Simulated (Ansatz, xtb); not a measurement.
**C4H10AlN: which of two structures lies lower**

We compare I, a singlet given by its coordinates, with II, `C[N]1CC[CH2][AlH]1`, a singlet. Both are isolated molecules in the gas phase, relaxed with PBE-D3(BJ)/def2-SVP; the shapes shown needn't be the lowest conformers.

I (Å):

```yaml
atoms:
  - { symbol: C, position_ang: [0.3545, 0.2898, -2.1707] }
  - { symbol: C, position_ang: [1.4008, 0.8261, -1.1723] }
  - { symbol: C, position_ang: [2.1176, -0.2949, -0.3923] }
  - { symbol: C, position_ang: [0.7799, 1.7731, -0.2462] }
  - { symbol: Al, position_ang: [-0.6263, 3.7808, 1.7986] }
  - { symbol: N, position_ang: [0.2686, 2.5096, 0.5002] }
  - { symbol: H, position_ang: [-0.4277, -0.2920, -1.6448] }
  - { symbol: H, position_ang: [0.8559, -0.3786, -2.8973] }
  - { symbol: H, position_ang: [-0.1354, 1.1098, -2.7295] }
  - { symbol: H, position_ang: [2.1613, 1.4161, -1.7323] }
  - { symbol: H, position_ang: [2.8746, 0.1118, 0.3050] }
  - { symbol: H, position_ang: [1.3908, -0.8945, 0.1902] }
  - { symbol: H, position_ang: [2.6274, -0.9670, -1.1096] }
  - { symbol: H, position_ang: [-1.4362, 4.7042, 0.7509] }
  - { symbol: H, position_ang: [0.6829, 4.4195, 2.4941] }
  - { symbol: H, position_ang: [-1.4789, 2.7146, 2.6610] }
```

Close contacts (Å): C1–C2 1.54, C2–C3 1.54, C2–C4 1.46, C4–N6 1.17, Al5–N6 2.03, C1–H7 1.11, C1–H8 1.11, C1–H9 1.11, C2–H10 1.11, C3–H11 1.11, C3–H12 1.11, C3–H13 1.11, Al5–H14 1.61, Al5–H15 1.61, Al5–H16 1.61.

II (Å):

| atom | x (Å) | y (Å) | z (Å) |
| --- | --- | --- | --- |
| C | 0.0706 | 1.0654 | -3.2233 |
| C | 0.7187 | -0.7737 | -1.7320 |
| C | 0.8647 | -1.1006 | -0.2288 |
| C | 1.7153 | -0.0414 | 0.5157 |
| Al | 1.1385 | 1.5677 | -0.4744 |
| N | 0.5324 | 0.6666 | -1.9157 |
| H | -0.9211 | 0.6154 | -3.4732 |
| H | 0.7719 | 0.7529 | -4.0358 |
| H | -0.0368 | 2.1675 | -3.2844 |
| H | 1.6198 | -1.1322 | -2.2950 |
| H | -0.1461 | -1.3380 | -2.1573 |
| H | 1.2693 | -2.1303 | -0.1140 |
| H | -0.1544 | -1.1147 | 0.2175 |
| H | 1.5652 | -0.0815 | 1.6126 |
| H | 2.8031 | -0.2088 | 0.3399 |
| H | 1.1567 | 3.1597 | -0.3490 |

Q: Which of the two would you expect CCSD(T)/def2-SVP + ΔMP2/def2-TZVPP electronic energies to favour?

A: Structure II; the calculation gives E(II) − E(I) = −16.0 kcal/mol.

How the difference moves with the method:

| level | geometry | E(II) − E(I) (kcal/mol) | departure from the last row (kcal/mol) | job, with rough time for the two |
| --- | --- | --- | --- | --- |
| GFN2-xTB | GFN2-xTB | +1.4 | +17.3 | optimisation, 0.17 s |
| HF/STO-3G | GFN2-xTB | −47.3 | −31.4 | single point, 0.24 s |
| r2SCAN-D4/def2-SVP | GFN2-xTB | −21.2 | −5.3 | single point, 1.7 s |
| PBE-D3(BJ)/def2-SVP | PBE-D3(BJ)/def2-SVP | −21.5 | −5.5 | optimisation, 12 s |
| HF/def2-SVP | PBE-D3(BJ)/def2-SVP | −8.8 | +7.1 | part of the CCSD(T) run |
| MP2/def2-SVP | PBE-D3(BJ)/def2-SVP | −11.6 | +4.3 | part of the CCSD(T) run |
| CCSD(T)/def2-SVP | PBE-D3(BJ)/def2-SVP | −11.7 | +4.3 | single point |
| CCSD(T)/def2-SVP + ΔMP2/def2-TZVPP | PBE-D3(BJ)/def2-SVP | −16.0 |  | single point, 19 s |

GFN2-xTB puts the two in the other order. The largest departure from CCSD(T)/def2-SVP + ΔMP2/def2-TZVPP is that of HF/STO-3G, 31.4 kcal/mol. The last row adds to CCSD(T) the change of the MP2 difference between the two basis sets, here −4.3 kcal/mol, a large step that makes the value less sure.

With thermal terms from frequencies at re-optimised GFN2-xTB minima (ideal gas, soft modes damped towards free rotors, one conformer each, 298.15 K, 1 atm): the zero-point term adds +6.4 kcal/mol; ΔH is −11.1 and ΔG −6.9 kcal/mol.

The correlated steps freeze 10 core orbitals. Programs: Ansatz 0.2.0, xtb 6.7.1; the last row on 4 threads of Intel(R) Xeon(R) 6975P-C (Granite Rapids) on a shared host.
